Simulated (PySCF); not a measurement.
B2Cl2H4N2.
SMILES with atom numbers: `[NH2:1][B:2]([NH2:3])[B:4]([Cl:5])[Cl:6]` (hydrogens: H7, H8 on N1; H9, H10 on N3)

Cartesian coordinates in Å at the GFN2-xTB level; atoms count from 1:
```
atom  x, y, z in Å
N1    -1.101   -0.475    0.882
B2    -0.143    0.059    0.004
N3    -0.503    1.140   -0.818
B4     1.419   -0.586   -0.062
Cl5    2.641    0.033   -1.119
Cl6    1.924   -1.917    0.922
H7    -2.042   -0.131    0.966
H8    -0.907   -1.246    1.494
H9     0.135    1.563   -1.467
H10   -1.414    1.566   -0.824
```

The closed-shell SCF was solved with PySCF and density fitting under several settings on one GFN2-xTB geometry (grid level 2 and gas phase unless stated).

```json
{"settings": "PBE0/pcSseg-1", "basis functions": "136", "SCF cycles": "12", "E (Eh)": "-1081.6247", "HOMO (eV)": "-7.07", "LUMO (eV)": "-1.66", "dipole (D)": "2.80"}
{"settings": "PBE0/def2-SVPD", "basis functions": "166", "SCF cycles": "12", "E (Eh)": "-1081.3074", "HOMO (eV)": "-7.21", "LUMO (eV)": "-1.80", "dipole (D)": "2.63"}
{"settings": "KT2/def2-SVPD, IEF-PCM methanol", "basis functions": "166", "SCF cycles": "14", "E (Eh)": "-1091.3719", "HOMO (eV)": "-5.77", "LUMO (eV)": "-2.69", "dipole (D)": "3.41"}
{"settings": "wB97X/aug-pcSseg-1, IEF-PCM dimethylsulfoxide, fitting basis def2-universal-jkfit", "basis functions": "206", "SCF cycles": "10", "E (Eh)": "-1082.1037", "HOMO (eV)": "-9.47", "LUMO (eV)": "0.37", "dipole (D)": "3.30"}
{"settings": "PBE0/pcSseg-1, grid level 3", "basis functions": "136", "SCF cycles": "12", "E (Eh)": "-1081.6247", "HOMO (eV)": "-7.07", "LUMO (eV)": "-1.66", "dipole (D)": "2.80"}
{"settings": "revPBE/6-311+G(2d,p)", "basis functions": "202", "SCF cycles": "15", "E (Eh)": "-1082.0362", "HOMO (eV)": "-5.76", "LUMO (eV)": "-2.53", "dipole (D)": "2.60"}
{"settings": "WP04/aug-cc-pVDZ, start guess vsap", "basis functions": "182", "SCF cycles": "17", "E (Eh)": "-1094.4987", "HOMO (eV)": "-8.19", "LUMO (eV)": "-3.64", "dipole (D)": "2.62"}
{"settings": "HSE06/pcSseg-1, fitting basis def2-qzvpp-jkfit", "basis functions": "136", "SCF cycles": "9", "E (Eh)": "-1081.6759", "HOMO (eV)": "-6.66", "LUMO (eV)": "-2.03", "dipole (D)": "2.80"}
```

Estimate the rows for these settings: (1) CAM-B3LYP/6-31++G**, IEF-PCM acetonitrile, grid level 1; (2) B97-2/def2-TZVP.

| settings | basis functions | SCF cycles | E (Eh) | HOMO (eV) | LUMO (eV) | dipole (D) |
| --- | --- | --- | --- | --- | --- | --- |
| CAM-B3LYP/6-31++G**, IEF-PCM acetonitrile, grid level 1 | 140 | 9 | -1082.1037 | -8.35 | -0.58 | 3.34 |
| B97-2/def2-TZVP | 222 | 13 | -1082.2850 | -6.84 | -1.66 | 2.58 |

Over all rows, what range does the HOMO–LUMO gap span?

From 3.08 eV (KT2/def2-SVPD, IEF-PCM methanol) to 9.84 eV (wB97X/aug-pcSseg-1, IEF-PCM dimethylsulfoxide, fitting basis def2-universal-jkfit). The functional of the narrowest has no exact exchange, that of the widest range-separated exact exchange.

And the dipole moment?

From 2.58 D (B97-2/def2-TZVP) to 3.41 D (KT2/def2-SVPD, IEF-PCM methanol); the largest is 1.32 times the smallest, and the median is 2.80 D.

Compare two rows with the functional PBE0: PBE0/pcSseg-1, grid level 3 and PBE0/def2-SVPD. Which energy is lower, and by how much?

PBE0/pcSseg-1, grid level 3 (136 functions) lies 0.3173 Eh or 199 kcal/mol below PBE0/def2-SVPD (166 functions). The smaller set gives the lower energy; the two sets aren't nested, so the variational bound doesn't order them by size.

Cycle counts include a coarse-grid stage where the run had one. All basis functions are spherical, in the Pople sets too. KT2 and WP04 were designed for NMR shieldings or shifts; total energies of different functionals aren't comparable. Geometry: GFN2-xTB; no vibrations or thermal averaging.
